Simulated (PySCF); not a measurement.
**[C6H10N2]+: g tensor and hyperfine couplings**

Species: 1,4-dimethyl-1,4-dihydropyrazine radical cation, C6H10N2 (charge +1 and doublet state).
Cartesian coordinates in Å at the PBE0-D3(BJ)/def2-SVP level; atoms count from 1:
```
atom  x, y, z in Å
C1     2.837    0.090    0.153
N2     1.388    0.039    0.051
C3     0.699    0.757   -0.893
C4    -0.658    0.710   -0.962
N5    -1.388   -0.063   -0.092
C6    -2.841   -0.069   -0.121
C7    -0.698   -0.776    0.858
C8     0.657   -0.729    0.927
H9     3.240    0.673   -0.683
H10    3.137    0.566    1.098
H11    3.254   -0.927    0.109
H12    1.279    1.366   -1.586
H13   -1.206    1.280   -1.711
H14   -3.211   -1.066    0.150
H15   -3.246    0.674    0.585
H16   -3.188    0.171   -1.133
H17   -1.279   -1.384    1.551
H18    1.208   -1.299    1.676
```

The hyperfine couplings belong to this conformer and change with its torsions.

The species is `CN1C=CN(C)C=C1` (1,4-dimethyl-1,4-dihydropyrazine radical cation) [SMILES of the parent framework; charge +1 and doublet state].

Level of theory: UKS B3LYP, IGLO-III on C N, pcH-1 on H, non-relativistic, mean-field spin-orbit, GIAO in PySCF 2.14.0. One conformer (not necessarily the lowest) at the PBE0-D3(BJ)/def2-SVP geometry, without solvent, vibrations or thermal averaging. The SCF solution wasn't tested for stability.

| Quantity | Value |
| --- | --- |
| g1, g2, g3 | 2.00209, 2.00349, 2.00417 |
| g_iso | 2.00325 |
| Form of g | rhombic: the two nearest values differ by 33 % of g3 − g1 |
| ⟨S²⟩ | 0.7565 (exact 0.7500) |
| HOMO–LUMO gap, α and β orbitals | 3.59, 5.44 eV |

Isotropic coupling and dipolar principal values T1 to T3, in G (MHz turned into gauss with g_iso; 10 G = 1 mT):

```tsv
atom	isotope	a_iso	T1	T2	T3	Mulliken spin population
C1	13C	-4.4	-0.4	-0.2	0.6	-0.04
N2	14N	6.2	-6.5	-6.4	12.9	0.32
C3	13C	-2.5	-3.1	-2.4	5.6	0.09
C4	13C	-1.9	-3.5	-2.9	6.5	0.11
N5	14N	6.3	-6.5	-6.4	12.9	0.32
C6	13C	-4.3	-0.4	-0.2	0.6	-0.04
C7	13C	-2.5	-2.9	-2.2	5.1	0.08
C8	13C	-2.0	-3.3	-2.7	5.9	0.10
H9	1H	0.5	-1.0	-0.9	1.8	0.00
H10	1H	15.7	-1.0	-0.8	1.8	0.02
H11	1H	12.4	-1.0	-0.8	1.8	0.02
H12	1H	-2.9	-1.6	-1.0	2.6	-0.01
H13	1H	-3.3	-1.8	-1.0	2.8	-0.01
H14	1H	6.2	-1.0	-0.8	1.8	0.01
H15	1H	18.7	-0.9	-0.8	1.7	0.03
H16	1H	3.6	-1.0	-0.9	1.8	0.01
H17	1H	-2.8	-1.5	-1.0	2.5	-0.01
H18	1H	-3.1	-1.7	-0.9	2.6	-0.01
```

The Mulliken spin populations are largest on N2 (+0.32), N5 (+0.32), C4 (+0.11) and C8 (+0.10).

Axes: g3 points within 1° of the C3–C4 bond.

Under fast tumbling the dipolar parts average out, and these isotropic splittings remain: 6 × 1H (H9 (×6), I = 1/2, 7 lines) with 0.95 mT, 2 × 14N (N2/N5, I = 1, 5 lines) with 0.63 mT and 4 × 1H (H12/H13/H17/H18, I = 1/2, 5 lines) with 0.30 mT.

Nuclei that the bonding pattern makes equivalent are averaged, as if the motion that swaps them (rotation, inversion, ring flip) were fast. The six 1H nuclei of mean +26.7 MHz run from 1.3 to 52.4 MHz in the frozen geometry.

The 13C coupling of C1/C6 (mean -12.3 MHz) shows only in satellite lines or after enrichment, since that isotope makes up about 1.07 % of natural carbon.

Examples of negative spin density at the nucleus (bohr⁻³): C1/C6 (-0.0109), C3/C4/C7/C8 (-0.0055) and H12/H13/H17/H18 (-0.0019).
